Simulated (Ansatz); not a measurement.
Input for Ansatz (a first-principles code): U-PBE/def2-TZVPP on Nb, 2S+1 = 4, a spin state set in the input, which need not be the lowest. Elements past Kr take the def2 small-core potentials; no spin–orbit coupling.

Ansatz 0.2 input:
```yaml
crystal:
  periodic: [false, false, false]
  atoms:
    - {symbol: Nb, position_ang: [0.00000000, 0.00000000, 0.00000000]}
basis:
  gaussian:
    orbitals: def2-TZVPP
hamiltonian:
  xc: {name: PBE}
magnetization: {spin_polarized: true, initial_magnetization: 3}
scf: {lower_state_search: full}
```

Program output:

```
Functional definition: PBE
[...]
integrals: 0.01 GiB planned
329 factors; their error is unknown
mean field: 0.13 GiB planned
mean field evaluation 1: about -1538.4911 eV, gradient 3.0e1 eV
mean field evaluation 2: about -1497.0685 eV, gradient 6.0e1 eV
mean field evaluation 4: about -1544.3559 eV, gradient 1.5e1 eV
mean field evaluation 8: about -1545.9783 eV, gradient 6.5e-1 eV
mean field evaluation 16: about -1546.0413 eV, gradient 1.5e-1 eV
mean field evaluation 32: about -1546.1274 eV, gradient 8.8e-6 eV
mean field evaluation 64: about -1546.0399 eV, gradient 4.0e-4 eV
mean field evaluation 96: about -1546.0061 eV, gradient 5.4e-1 eV
mean field evaluation 128: about -1546.0403 eV, gradient 1.5e-2 eV
mean field evaluation 160: about -1545.0983 eV, gradient 3.7e0 eV
mean field evaluation 192: about -1545.9013 eV, gradient 2.0e0 eV
mean field evaluation 224: about -1546.0404 eV, gradient 1.2e-1 eV
mean field evaluation 256: about -1541.1160 eV, gradient 6.2e0 eV
mean field evaluation 288: about -1541.8368 eV, gradient 2.8e0 eV
mean field evaluation 320: about -1544.5758 eV, gradient 7.8e0 eV
mean field evaluation 352: about -1545.8353 eV, gradient 2.5e-1 eV
mean field evaluation 384: about -1546.1258 eV, gradient 4.5e-1 eV
mean field evaluation 416: about -1545.6019 eV, gradient 5.6e0 eV
mean field evaluation 448: about -1545.6788 eV, gradient 7.3e0 eV
mean field evaluation 480: about -1546.0393 eV, gradient 1.9e-1 eV
mean field evaluation 512: about -1546.1274 eV, gradient 3.9e-5 eV
mean field -1546.12742076 eV, -56.8191347103 hartree, gradient 4.6e-6 eV, S^2 4.447376; 25 other end points of the search recorded, 0 dependent functions left out
reference -1546.12744715 eV, -56.8191356798 hartree; 8, 5 occupied and 48, 51 virtual orbitals, 329 factors
Total energy: -1546.12744715 eV, -56.8191356798 hartree
```

The calculation finished and met its thresholds. Its determinant has ⟨S²⟩ = 4.45, a mixture of spin states.

Cost: roughly 24 core-seconds.
